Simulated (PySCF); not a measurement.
The multiplicity is imposed and other spin states were not computed.

Cartesian coordinates (Å):
```xyz
5

Cd     0.1068    -0.0280     0.2570
Cl    -1.8184    -0.5322     1.3835
N      1.6872     0.4536    -0.8892
H      2.3452    -0.3286    -0.9374
H      2.2158     1.2204    -0.4651
```
Charge 0, spin multiplicity 1.

Question: Predict the charge on the central atom (Mulliken), total energy, HOMO–LUMO gap, HOMO and dipole moment from TPSSh-D3(BJ)/def2-TZVP // r2SCAN-D4/def2-SVP (PySCF).

Answer: 
The charge on the central atom (Mulliken) is 0.76 e. The total energy is -683.9568 Ha. The HOMO–LUMO gap is 4.94 eV and the HOMO is -6.69 eV. The dipole moment is 0.570 e·Å.
